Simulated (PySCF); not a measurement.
# NMR parameters of Nb(CH2)Cl3

Nb(CH2)Cl3, CH2Cl3Nb, point group C1.

Cartesian coordinates in Å; atom numbers follow the order of the lines, from 1:
```xyz
7

Nb   -0.037    0.082   -0.703
C     0.192   -0.018    1.158
H    -0.618    0.365    1.801
H     1.042   -0.483    1.677
Cl    2.025   -0.091   -1.640
Cl   -1.313    1.925   -1.095
Cl   -1.291   -1.781   -1.199
```

GIAO calculations in PySCF on the PBE0-D3(BJ)/def2-SVP structure: isolated species, scalar relativity only through the core potential, equivalent atoms averaged; basis pcSseg-1 (def2-TZVP on Nb).

**Question.** Give the isotropic shieldings (ppm) with B3LYP, PBE0.

**Answer.** 
| atoms | environment | B3LYP | PBE0 |
| --- | --- | --- | --- |
| Cl5/Cl6/Cl7 | chlorine bonded to Nb | 345 | 373 |
| C2 | carbon bonded to Nb, 2 H | -81.7 | -78.7 |
| H3/H4 | hydrogen on a carbon bonded to Nb | 19.31 | 18.83 |
| HOMO–LUMO gap (eV) | – | 3.57 | 3.98 |

**Question.** And the chemical shifts, against references computed in the same way?

**Answer.** 
```json
{"atoms": "Cl5/Cl6/Cl7", "nucleus, reference": "³⁵Cl, HCl", "B3LYP": "586", "PBE0": "570"}
{"atoms": "C2", "nucleus, reference": "¹³C, TMS", "B3LYP": "260.9", "PBE0": "263.1"}
{"atoms": "H3/H4", "nucleus, reference": "¹H, TMS", "B3LYP": "12.07", "PBE0": "12.44"}
```

**Question.** Which part of the shielding of Cl5/Cl6/Cl7 depends on the functional?

**Answer.** Diamagnetic: B3LYP 1149, PBE0 1149 ppm; paramagnetic: B3LYP -804, PBE0 -776 ppm. The diamagnetic part, set mainly by inner electrons, hardly moves; the paramagnetic part goes with low-lying magnetically allowed excitations and carries the spread.

Nb is described by an effective core potential, so it has no shielding of its own here; spin–orbit effects on the atoms bonded to it, which can be large, are absent, and the values of these neighbours are rough. The averaged Cl atoms aren't alike in the static structure (σ from 290 to 432 ppm); the average presumes fast exchange among these sites.
